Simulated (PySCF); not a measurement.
# Highest orbital energy against ionisation energy along the third row

Calculated with PySCF 2.14, no spin-orbit coupling. Each cell gives −ε(HOMO) / ΔSCF in eV; NIST values include spin-orbit coupling, (s) semi-empirical, (t) theoretical.

```tsv
species	UHF	LDA	PBE	PBE0	r2SCAN	NIST (lowest levels)
Mg⁺ (aug-cc-pV5Z, non-relativistic)	14.738 / 14.724	11.990 / 15.361	11.899 / 15.346	12.708 / 15.238	12.043 / 15.017	15.035
Al⁺ (aug-cc-pV(5+d)Z, non-relativistic)	17.750 / 17.521	14.891 / 18.894	14.781 / 18.755	15.736 / 18.651	14.935 / 18.378	18.829
Si⁺ (aug-cc-pV(5+d)Z, non-relativistic)	16.225 / 15.847	12.083 / 16.371	12.203 / 16.413	13.345 / 16.438	12.576 / 16.536	16.346
P⁺ (aug-cc-pV(5+d)Z, non-relativistic)	19.736 / 19.169	14.921 / 19.825	14.986 / 19.784	16.334 / 19.821	15.418 / 19.946	19.769 (s)
S⁺ (aug-cc-pV(5+d)Z, non-relativistic)	23.468 / 22.723	17.894 / 23.404	17.921 / 23.315	19.492 / 23.383	18.476 / 23.526	23.338
Cl⁺ (aug-cc-pV(5+d)Z, non-relativistic)	23.660 / 22.594	18.349 / 23.979	18.372 / 23.845	19.953 / 23.840	18.730 / 23.812	23.814
Ar⁺ (aug-cc-pV(5+d)Z, non-relativistic)	27.633 / 26.370	21.601 / 27.829	21.549 / 27.592	23.343 / 27.606	22.000 / 27.671	27.630
```

Q: How far is −ε(HOMO) from ΔSCF on average for each method, and why?

A: UHF 0.61 eV; LDA -4.85 eV; PBE -4.76 eV; PBE0 -3.44 eV; r2SCAN -4.39 eV. Hartree-Fock orbital energies lack relaxation and so exceed the ΔSCF value; semilocal functionals have convex E(N) from self-interaction, so their HOMO lies far too high; exact exchange moves hybrids part of the way back.
